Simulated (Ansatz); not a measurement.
Consider the atomization: `ClC1(Br)C[SiH2]1` → Br• + 2 C• + Cl• + 4 H• + Si•.

Computed with Ansatz on PBE0-D4/def2-TZVP structures; ΔE is electronic, products minus reactants. CCSD(T)/CBS is the MP2 limit (def2-TZVPP, def2-QZVPP) plus CCSD(T) − MP2 in def2-TZVPP, frozen cores. This one scheme is used for every species, atoms too. Functionals use def2-TZVPP. HSE06 is defined as in plane-wave codes. Open shells (•) are unrestricted, without spin–orbit coupling. Spin–orbit coupling would lower the free atoms: a little for C, Cl, Si; clearly for Br. For Br outer-core shells are correlated without core-valence functions, so the limit isn't a true one: a few kJ/mol of doubt a bond, and 10 to 20 or more in all where bonds break to atoms. Scalar relativity is left out up to krypton.

| level | ΔE (kcal/mol) | difference from CCSD(T)/CBS |
| --- | --- | --- |
| BLYP-D4 | 701.4 | -7.6 |
| BHLYP-D4 | 681.9 | -27.1 |
| ωB97X-V | 711.2 | 2.2 |
| ωB97M-V | 709.8 | 0.8 |
| B2PLYP | 695.3 | -13.7 |
| PBE | 721.4 | 12.4 |
| BLYP | 686.7 | -22.3 |
| HSE06 | 710.3 | 1.3 |
| CCSD(T)/def2-SVP | 660.7 | -48.3 |
| MP2/CBS(def2) | 727.1 | 18.1 |
| CCSD(T)/CBS | 709.0 | 0 |

Largest T1 diagnostic among the species: 0.012.

The D4 term adds +11.0 kcal/mol with B3LYP and +5.6 kcal/mol with PBE0; it sums over pairs of atoms, weighted by their polarisabilities, and B3LYP, whose exchange is more repulsive, gets the larger term. At CCSD(T), def2-SVP lies −48.3 kcal/mol from the extrapolated value and def2-TZVPP −22.4 kcal/mol: correlation converges slowly with the basis, and small sets miss more of it in the bonded molecule than in its fragments.

B3LYP here is the variant with VWN-RPA as its local correlation; programs differ in this.

For atomizations the MP2-based limit and the directly extrapolated one differ by several kJ/mol either way, and by 10 to 25 for some Ge, Se and Sn compounds, so smaller differences from it don't rank the levels.
